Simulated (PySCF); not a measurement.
## Ir⁺: ionisation energy

Ir⁺ [Xe] 4f14 5d7 6s1 (5F) → Ir²⁺ [Xe] 4f14 5d7 (4F), as a difference of total energies. Computed with PySCF 2.14 in def2-QZVPPD with the def2 core potential (60 electrons), with scalar relativity through the core potential. Correlated levels: valence: 5s2 5p6 frozen; valence and next inner shell: nothing frozen outside the core potential. The calculations carry no spin-orbit coupling.

```csv
method,ionisation energy (eV)
UHF,16.337
LDA,18.352
PBE,18.025
PBE0,17.740
r2SCAN,18.006
r2SCANh,17.919
BP86,18.159
revPBE,17.926
B97-3,17.447
MP2 (valence),17.349
SCS-MP2 (valence),17.030
MP2 (valence and next inner shell),17.676
SCS-MP2 (valence and next inner shell),17.326
```

Problem. How much does correlation contribute at MP2 (valence and next inner shell)?

Solution. 17.676 − (16.337) = 1.339 eV, measured against UHF.

The reference lies between the lowest fine-structure levels, while these numbers refer to the centres of the terms.

Errors of the correlated levels include the incompleteness of this basis and the frozen core.

For comparison: 17 ± 0.3 eV (semi-empirical (NIST evaluation); NIST Atomic Spectra Database, ionization energies).
